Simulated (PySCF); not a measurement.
# SMILES C=C(CCl)C/C=C\C, C7H11Cl

Cartesian coordinates in Å; atom numbers follow the order of the lines, from 1:
```xyz
19

C    -2.439   -1.038   -0.784
C    -1.369   -0.575   -0.157
C    -1.481    0.406    0.965
Cl   -1.054   -0.392    2.519
C     0.036   -0.982   -0.515
C     0.764    0.169   -1.150
C     1.720    0.906   -0.604
C     2.312    0.766    0.760
H    -2.360   -1.744   -1.593
H    -3.436   -0.731   -0.515
H    -0.775    1.228    0.845
H    -2.495    0.785    1.079
H     0.552   -1.314    0.386
H     0.002   -1.815   -1.220
H     0.428    0.404   -2.152
H     2.152    1.705   -1.194
H     1.776    0.052    1.377
H     3.352    0.447    0.680
H     2.306    1.732    1.265
```

Method: PySCF 2.14.0, GIAO LC-wPBE/pcSseg-0 magnetisability, rotational g tensor and spin-rotation constants, non-relativistic, gas phase. Geometry: GFN2-xTB.

Question: Give the nuclear spin-rotation constants along the inertial axes (H = +C I·J) beside the isotropic shieldings.

Answer: Rotational constants 1.9599, 1.2788, 0.8584 GHz. A star marks the isotopologue with that one atom substituted, in its own axes.
```csv
atom,isotope,Caa (kHz),Cbb (kHz),Ccc (kHz),mean (kHz),σ (ppm)
Cl4,35Cl,0.426,0.107,0.118,0.217,897.8
H9,1H,-0.209,0.012,-0.050,-0.083,27.6
H10,1H,0.026,-0.143,-0.051,-0.056,27.7
H11,1H,-0.033,-0.123,-0.069,-0.075,29.4
H12,1H,-0.054,-0.148,-0.047,-0.083,29.7
H13,1H,-0.216,-0.015,-0.059,-0.097,29.7
H14,1H,-0.231,-0.045,-0.048,-0.108,30.7
H15,1H,-0.203,0.050,-0.077,-0.077,27.8
H16,1H,0.014,-0.139,-0.040,-0.055,27.5
H17,1H,-0.035,-0.137,-0.071,-0.081,30.8
H18,1H,-0.083,-0.141,-0.061,-0.095,31.5
H19,1H,-0.237,-0.078,-0.036,-0.117,31.6
C1,13C*,0.600,0.388,0.240,0.409,65.1
C2,13C*,0.669,0.434,0.260,0.455,45.8
C3,13C*,0.377,0.196,0.135,0.236,150.2
C5,13C*,0.261,0.221,0.117,0.199,164.4
C6,13C*,0.591,0.470,0.216,0.426,59.5
C7,13C*,0.619,0.469,0.207,0.432,58.0
C8,13C*,0.251,0.144,0.096,0.164,183.7
```
For the geometry as given, no vibrational averaging.
